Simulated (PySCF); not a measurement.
TDDFT excited states: C3H8FNSi

Compound: C3H8FNSi.
Z-matrix (Å and degrees, GFN2-xTB geometry), rows numbered from 1:
```
F 
C   1  1.3935
C   2  1.5227  1  109.37
C   3  1.5268  2  107.87  1    83.86
N   4  1.4528  3  106.14  2    41.71
Si  5  1.7138  4  114.90  3   -31.98
H   2  1.0924  1  104.98  3  -119.71
H   3  1.0905  2  107.92  1  -158.11
H   3  1.0907  2  111.23  1   -38.47
H   4  1.0978  3  109.96  2   -79.09
H   4  1.0942  3  111.10  2   161.14
H   5  1.0059  4  114.45  3   172.11
H   6  1.4626  2  112.90  1   144.24
H   6  1.4630  2  109.22  1    17.22
```

Method: TDDFT PBE0/def2-SVPD, vertical, gas phase, core orbitals frozen in the response (PySCF).

Q: What does the calculation give for the low-lying excited states?

A: 

| state | E (eV) | λ (nm) | f | main configurations (H = HOMO, L = LUMO) |
| --- | --- | --- | --- | --- |
| S1 | 5.75 | 215.7 | 0.0095 | H→L (99%) |
| S2 | 6.17 | 201.0 | 0.0033 | H→L+1 (95%) |
| S3 | 6.87 | 180.4 | 0.0079 | H→L+2 (93%) |
| S4 | 7.02 | 176.7 | 0.0089 | H→L+3 (73%), H→L+4 (19%) |
| S5 | 7.21 | 171.9 | 0.0013 | H→L+4 (71%), H→L+3 (21%) |
| S6 | 7.36 | 168.5 | 0.060 | H-1→L (67%), H→L+5 (25%) |
| S7 | 7.39 | 167.7 | 0.016 | H→L+5 (66%), H-1→L (25%) |
| S8 | 7.60 | 163.1 | 0.0066 | H-1→L+1 (87%) |

Triplets (Tamm–Dancoff): T1 5.45 eV, H→L (96%); T2 6.01 eV, H→L+1 (91%); T3 6.59 eV, H→L+2 (72%), H→L+3 (16%).

The lowest singlet lies at 5.75 eV (216 nm, ultraviolet) and is weak; its leading configuration is HOMO→LUMO (99%). The strongest level in the table is S6 at 7.36 eV (169 nm, f = 0.060). Löwdin shares by element: HOMO nitrogen 55%, carbon 12% or more, silicon 10%, hydrogen 6% or more (atoms not listed hold the other 17%); LUMO silicon 38%, hydrogen 34% or more (atoms not listed hold the other 28%). Of the 8 states listed, 2 reach f = 0.01 and none stays under 0.0005. Weighted by f, the mean energy of these states is 7.14 eV. The oscillator strengths of these states sum to 0.113; summed over the whole spectrum of an exact calculation they would give the number of electrons, 56 (Thomas–Reiche–Kuhn). No computed singlet lies in the visible range (380 to 750 nm); the lowest, at 216 nm, stands 2.48 eV above its violet end (3.26 eV). The window holds the lowest 8 singlets.

One conformer stands for the species.

Without π bonds the low states are Rydberg-like; a valence basis with one diffuse set may place them up to an eV too high.
